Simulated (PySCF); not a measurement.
Species: C8H6ClFO.
Numbering: `[CH3:1][c:2]1[cH:3][cH:4][c:5]([F:6])[cH:7][c:8]1[C:9](=[O:10])[Cl:11]`

Structure used (GFN2-xTB), in Å, numbered top down from 1:
```
atom  x, y, z in Å
C1    -1.8879   -1.0602    0.1282
C2    -0.4863   -0.5614    0.0213
C3     0.5489   -1.4810   -0.1186
C4     1.8703   -1.0911   -0.2137
C5     2.1615    0.2624   -0.1755
F6     3.4433    0.6622   -0.2639
C7     1.1718    1.2118   -0.0485
C8    -0.1624    0.8108    0.0534
C9    -1.2329    1.7992    0.2082
O10   -2.3716    1.6112    0.4970
Cl11  -0.7265    3.4777   -0.1003
H12   -2.2953   -0.8327    1.1121
H13   -1.9232   -2.1350   -0.0294
H14   -2.5326   -0.5712   -0.5991
H15    0.3104   -2.5336   -0.1485
H16    2.6660   -1.8125   -0.3130
H17    1.4396    2.2551   -0.0195
```

Definitions: NICS(0) = −σiso at the ring centroid; NICS(1) = −σiso and NICS(1)zz = −σzz at ±1 Å along the ring normal z. Level: GIAO PBE0/pcSseg-1 (PySCF, non-relativistic, gas phase) on the GFN2-xTB geometry, one conformer.

Ring bond lengths (Å), with Mayer bond orders in brackets: C2–C3 1.392 (1.44), C3–C4 1.381 (1.42), C4–C5 1.385 (1.42), C5–C7 1.377 (1.45), C7–C8 1.397 (1.33), C8–C2 1.410 (1.31).

Problem. Give the NICS values of each ring in ppm.

Solution. 
```tsv
ring	type	NICS(0)	NICS(1), two faces	NICS(1)zz, two faces	rms pucker (Å)	centre to ring atoms, mean (Å)
C2–C3–C4–C5–C7–C8	6-membered carbocycle; formal bonds all aromatic	-10.2	-11.3 / -11.3	-26.1 / -26.3	0.00	1.39
```

Problem. What can be read from them?

Solution. 
- C2–C3–C4–C5–C7–C8: mean NICS(1)zz -26.2 ppm, shielded, aromatic by this magnetic criterion (flat ring, no four-coordinate atom).

Problem. And the bond-length index? HOMA = 1 − mean of α(R − Ropt)² over the ring bonds, with Krygowski's 1993 parameters (CC: Ropt 1.388 Å, α 257.7 Å⁻²).

Solution. 
- C2–C3–C4–C5–C7–C8: HOMA 0.97 = 1 − EN − GEO, with mean bond length 1.390 Å, EN = α(Ropt − mean)² = 0.001 and GEO = α × variance = 0.031. The geometric and the magnetic index point the same way.

Problem. What field does 11.7 T along the ring normal induce along that normal at the second NICS(1) probe listed for ring C2–C3–C4–C5–C7–C8, 1 Å off the ring?

Solution. NICSzz × B0 = -26.3 ppm × 11.7 T = -308 μT, against the applied field.

Problem. List the ring angles and the Hirshfeld charges of the ring atoms.

Solution. 
- C2–C3–C4–C5–C7–C8: C2 118.3° (+0.026 e), C3 122.1° (-0.041 e), C4 118.4° (-0.045 e), C5 121.7° (+0.090 e), C7 119.7° (-0.062 e), C8 119.8° (-0.021 e); sum 720.0° against 720° for a flat convex ring.

Problem. How shielded are the nuclei of the rings and their hydrogens (means over atoms taken as equivalent)?

Solution. 
```json
{"atoms": "C2", "environment": "substituted aromatic carbon", "σ isotropic (ppm)": "39.5", "principal values of the symmetric part, first atom (ppm)": "-49.8, -8.0, 176.3"}
{"atoms": "C3", "environment": "aromatic CH carbon", "σ isotropic (ppm)": "48.6", "principal values of the symmetric part, first atom (ppm)": "-51.1, 43.8, 153.2"}
{"atoms": "C4", "environment": "aromatic CH carbon", "σ isotropic (ppm)": "58.0", "principal values of the symmetric part, first atom (ppm)": "-30.8, 38.5, 166.2"}
{"atoms": "C5", "environment": "aromatic C–F carbon", "σ isotropic (ppm)": "16.4", "principal values of the symmetric part, first atom (ppm)": "-66.8, 31.7, 84.2"}
{"atoms": "C7", "environment": "aromatic CH carbon", "σ isotropic (ppm)": "57.0", "principal values of the symmetric part, first atom (ppm)": "-21.0, 31.0, 160.9"}
{"atoms": "C8", "environment": "substituted aromatic carbon", "σ isotropic (ppm)": "51.7", "principal values of the symmetric part, first atom (ppm)": "-29.7, 37.5, 147.2"}
{"atoms": "H15", "environment": "aromatic hydrogen", "σ isotropic (ppm)": "24.15", "principal values of the symmetric part, first atom (ppm)": "20.2, 24.0, 28.2"}
{"atoms": "H16", "environment": "aromatic hydrogen", "σ isotropic (ppm)": "24.16", "principal values of the symmetric part, first atom (ppm)": "20.7, 24.6, 27.1"}
{"atoms": "H17", "environment": "aromatic hydrogen", "σ isotropic (ppm)": "23.13", "principal values of the symmetric part, first atom (ppm)": "17.7, 21.7, 29.9"}
```
